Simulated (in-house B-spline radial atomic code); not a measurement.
The numbers below are computed, except where a source is named.
## Ar in an electron gas of r_s = 2.4: phase shifts, screening, friction and resistivity

A nucleus sits in a uniform electron gas with a rigid positive background. The Kohn-Sham equations are solved self-consistently in the spin-unpolarised LDA (PW92), non-relativistic, on B-splines with outgoing waves at the boundary and partial waves to l = 8. The model has no lattice, no bands and no magnetic solution. Atomic units; δ_l are the phase shifts at the Fermi level, counted so that each bound state adds π, and good to about 0.0005.

The density parameter is r_s = 2.4 bohr, near that of the valence electrons of In (3 per atom, density 7.31 g/cm³, mass 114.82 u, which gives r_s = 2.41).

```
l  δ_l (rad)
0     8.2875
1     5.7289
2     0.5162
3     0.0277
4     0.0024
5     0.0005
6     0.0000
7     0.0001
8     0.0000
```

Bound levels below the band bottom (hartree): s -113.5, s -10.54, p -8.191, s -0.6745, p -0.1833.

**Question.** Check the Friedel sum rule, and say where the screening charge sits.

**Answer.** k_F = (9π/4)^(1/3)/r_s = 0.79965. The rule is Z = (2/π) Σ (2l + 1) δ_l. The terms are s 5.276, p 10.941, d 1.643, f 0.123 and 0.018 beyond, in all 18.002 against Z = 18. Bound states hold 6 s, 12 p, 0 d electrons, so the scattering states carry 0.00 in all; where a term is smaller than its bound count, the bound level has drawn weight out of the band.

**Question.** Find the transport cross section and the electronic stopping of a 1 keV Ar ion (mass 39.95 u).

**Answer.** σ_tr = (4π/k_F²) Σ (l + 1) sin²(δ_l − δ_(l+1)). The terms for l = 0 to 3 are 0.3031, 1.5398, 0.6607, 0.0026, all together 2.5062, so σ_tr = 19.652 × 2.5062 = 49.252 bohr². With n = 3/(4π r_s³) = 0.01727, the friction coefficient is Q = n k_F σ_tr = 0.6801. For v well below v_F = 0.800, dE/dx = Q v; with 24801 eV per u at v = 1, v = √(1000/(24801 × 39.95)) = 0.0318, so dE/dx = 0.02161 hartree/bohr = 11.1 eV/nm. The largest term couples the p and d waves.

**Question.** What residual resistivity would 1 atomic per cent of such centres give in In?

**Answer.** Δρ = k_F n_i σ_tr/n in atomic units of 21.74 μΩ·cm. With one host atom per 3 electrons, n_i/n = 0.01/3, so Δρ = 0.7996 × 0.00333 × 49.252 × 21.74 = 2.85 μΩ·cm. This is an atom added to the gas, as on an interstitial site.

**Question.** On a substitutional site the background of one host ion, a sphere holding 3 charges, is taken out. The phase shifts for l = 0 to 4 become 7.8256, 5.3933, -0.0339, -0.0285, -0.0064. What follows?

**Answer.** The Friedel sum is now 15.01, for Z − 3 = 15. The sum in σ_tr is 1.5671, so σ_tr = 30.80 bohr² and Δρ = 1.78 μΩ·cm per atomic per cent, 0.63 times the value above. A real host ion scatters too, so this model doesn't give zero even for the host's own atom.
